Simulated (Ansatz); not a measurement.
One change: `[SiH3][SiH2][SeH]` becomes `[SiH3][SiH2][TeH]`.

Ansatz, PBE0-D4/def2-TZVP geometries, multiplicity 1. Each molecule was computed in one conformer, which needn't be the lowest.

Elements past krypton have def2 core potentials. Scalar relativity is left out up to krypton.

| property | `[SiH3][SiH2][SeH]` |
| --- | --- |
| zero-point energy (PBE0-D4/def2-TZVP) / kJ/mol | 131.0 |
| HOMO–LUMO gap (PBE/def2-TZVPP) / eV | 4.51 |
| HOMO–LUMO gap (PBE0/def2-TZVPP) / eV | 6.45 |
| LUMO energy (PBE/def2-TZVPP) / eV | -1.37 |
| HOMO energy (PBE0/def2-TZVPP) / eV | -6.99 |
| LUMO energy (ωB97M-V/def2-TZVPP) / eV | 1.22 |

Give the same properties after the change, and the shifts. (Estimate.)

The calculation gave: 
```csv
property,`[SiH3][SiH2][TeH]`,shift
zero-point energy (PBE0-D4/def2-TZVP) / kJ/mol,127.2,-3.8
HOMO–LUMO gap (PBE/def2-TZVPP) / eV,3.92,-0.59
HOMO–LUMO gap (PBE0/def2-TZVPP) / eV,5.73,-0.72
LUMO energy (PBE/def2-TZVPP) / eV,-1.60,-0.23
HOMO energy (PBE0/def2-TZVPP) / eV,-6.54,0.45
LUMO energy (ωB97M-V/def2-TZVPP) / eV,0.90,-0.32
```

With PBE0 the HOMO rises by 0.45 eV and the LUMO falls by 0.26 eV, so the gap narrows by about 0.71 eV. PBE moves the HOMO by 0.36 eV and ωB97M-V by 0.48 eV.

Spin–orbit coupling is left out; it splits and shifts lone-pair levels of the heavy atoms by tenths of an eV.
